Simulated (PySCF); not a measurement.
AlH₂, SMILES [AlH2+], charge +1. The structure is a stationary point at B3LYP-D3(BJ)/def2-TZVPD. The spin state was assumed, not searched. The isomer is the one that the SMILES or the coordinates give; other isomers of the formula were not compared.

### Question
Give the equilibrium geometry at B3LYP-D3(BJ)/def2-TZVPD (PySCF confirms it by a frequency run) as bond lengths and angles, and its point group. (An estimate is asked for; the answer gives what the named calculation found.)

### Answer
point group D∞h.
Atoms: Al1 H2 H3. Bonds (Å): Al1–H2 1.550, Al1–H3 1.550. Angles (°): H2–Al1–H3 180.0.
Charge +1, spin multiplicity 1.
